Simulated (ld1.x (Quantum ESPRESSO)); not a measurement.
**Which change was made? (Ga, TM)**

```
Element                 : gallium
Generator               : ld1.x (Quantum ESPRESSO) 7.5
Type                    : norm-conserving Troullier–Martins (Kleinman–Bylander form)
Functional              : PBEsol
Relativity              : scalar-relativistic
Frozen core             : [Ne]
Valence charge          : 21
Reference configuration : 3s2 3p6 3d10 4s0 4p0 (charge +3)
Partial waves           : 3s (bound): rc 0.70 bohr; 3d (bound): rc 0.65 bohr; 3p (bound): rc 1.05 bohr
Local potential         : the p channel
Core correction         : none
```

Cutoffs, loose and tight: the cutoffs (Ry, on a coarse ladder) from which the occupation-weighted sum of valence levels, in a spherical-Bessel basis at the reference potential, stays within 10 and 1 mRy of its value at 400 Ry. They do not see the model core or the augmentation charge, which bear on the density cutoff. Test errors are all-electron minus pseudo excitation energies from the reference, over the configurations 3s2 3p6 3d10 4s2 4p1; 3s2 3p6 3d10 4s2 4p0; 3s2 3p6 3d10 4s1 4p0; 3s2 3p6 3d10 4s1 4p1; 3s2 3p6 3d10 4s0 4p3; 3s2 3p5 3d10 4s2 4p1; 3s2 3p6 3d10 4s2 4p1.3; variants that change the core or the reference have their own tests.

The base gives: outcome: generated; cutoff, loose: over 300 Ry; cutoff, tight: over 300 Ry; bound ghosts: none; largest test error (meV): +631.

Question: After one change the result is: outcome: generated; cutoff, loose: 300 Ry; cutoff, tight: over 300 Ry; bound ghosts: none; largest test error (meV): -989. Which change was it?
A. all radii scaled by about 1.37 (s 0.96, p 1.44, d 0.88 bohr)
B. all radii scaled by about 0.83 (s 0.58, p 0.88, d 0.54 bohr)
C. all radii scaled by about 1.23 (s 0.86, p 1.28, d 0.80 bohr)

Answer: A. The others give: all radii scaled by about 1.23 (s 0.86, p 1.28, d 0.80 bohr) → outcome: generated; cutoff, loose: over 300 Ry; cutoff, tight: over 300 Ry; bound ghosts: none; largest test error (meV): +354 | all radii scaled by about 0.83 (s 0.58, p 0.88, d 0.54 bohr) → outcome: generated; bound ghosts: not determined; largest test error (meV): +485.
